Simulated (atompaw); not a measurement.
Logarithmic derivatives: sulfur (S), PAW (atompaw)

| Item | Value |
| --- | --- |
| Element | sulfur (S) |
| Generator | atompaw 4.2.0.5 |
| Type | PAW |
| Functional | PBEsol |
| Relativity | scalar-relativistic |
| Frozen core | [Ne] |
| Valence charge | 6 |
| Reference configuration | 3s2 3p4 |
| Partial waves | 3s (bound): rc 1.35 bohr; 3s channel at 2.5 Ry: rc 1.35 bohr; 3p (bound): rc 1.35 bohr; 3p channel at 1.4 Ry: rc 1.35 bohr; 3d channel at -0.05 Ry: rc 1.20 bohr; 3d channel at 1.3 Ry: rc 1.35 bohr |
| Local potential | bessel scheme, radius 1.20 bohr |
| Core correction | smooth core density matched at 1.25 bohr |
| Augmentation charge | besselshape compensation charge, radius 1.10 bohr; PAW radius 1.35 bohr; waves and projectors: custom rrkj vanderbiltortho |

The phase is arctan(r·u′/u) with u = r·R(r), unwrapped; energies in Ry, scanned from -3 to 5 Ry. A pole is an energy at which the radial function vanishes at the test radius. The pseudo phase is shifted by a multiple of π to meet the all-electron one at the reference energy, and phase errors are pseudo minus all-electron; the curves can meet again beyond the range given. Levels narrower than the energy grid can be missing from the lists of poles.

Q: For each channel, where are the poles, and over which energies does the pseudopotential scatter like the atom?

A:

```json
{"channel": "s", "radius (bohr)": "1.36", "reference energy (Ry)": "-1.26", "poles, all-electron": "none", "poles, pseudo": "none", "unbroken range about the reference energy with phases within 0.05 rad": "the whole range", "phase error 1 Ry above the reference energy (rad)": "-0.000"}
{"channel": "p", "radius (bohr)": "1.36", "reference energy (Ry)": "-0.51", "poles, all-electron": "none", "poles, pseudo": "none", "unbroken range about the reference energy with phases within 0.05 rad": "the whole range", "phase error 1 Ry above the reference energy (rad)": "-0.000"}
{"channel": "d", "radius (bohr)": "1.36", "reference energy (Ry)": "-0.05", "poles, all-electron": "none", "poles, pseudo": "none", "unbroken range about the reference energy with phases within 0.05 rad": "the whole range", "phase error 1 Ry above the reference energy (rad)": "-0.000"}
```

Phases in the d channel:

| E (Ry) | all-electron | pseudo |
| --- | --- | --- |
| -3.00 | 1.171 | 1.171 |
| -2.52 | 1.143 | 1.143 |
| -2.04 | 1.109 | 1.109 |
| -1.56 | 1.066 | 1.066 |
| -1.08 | 1.013 | 1.013 |
| -0.60 | 0.944 | 0.943 |
| -0.12 | 0.850 | 0.850 |
| 0.36 | 0.718 | 0.718 |
| 0.84 | 0.528 | 0.528 |
| 1.32 | 0.256 | 0.256 |
| 1.80 | -0.101 | -0.101 |
| 2.28 | -0.476 | -0.476 |
| 2.76 | -0.784 | -0.784 |
| 3.24 | -1.004 | -1.004 |
| 3.72 | -1.156 | -1.156 |
| 4.20 | -1.264 | -1.264 |
| 4.68 | -1.344 | -1.344 |
